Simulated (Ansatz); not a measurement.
Ansatz results at the PBE0-D4/def2-TZVP geometry: size of the dipole moment (B3LYP/def2-TZVPP) 0.56 D; HOMO–LUMO gap (PBE/def2-TZVPP) 3.81 eV; HOMO energy (ωB97M-V/def2-TZVPP) -9.75 eV.

Each molecule was computed in one conformer, which needn't be the lowest.

Q: Which molecule gave them?
A. `O=C(O)[CH2][GaH2]`
B. `B[CH2][GeH3]`
C. `[SiH3][SiH2]B[SeH]`
D. `OC(Cl)Br`

A: C. The others give `B[CH2][GeH3]`: 1.04, 5.36, -10.99; `O=C(O)[CH2][GaH2]`: 1.44, 4.53, -10.16; `OC(Cl)Br`: 0.87, 5.00, -10.50.

B3LYP here is the variant with VWN-RPA as its local correlation; programs differ in this.
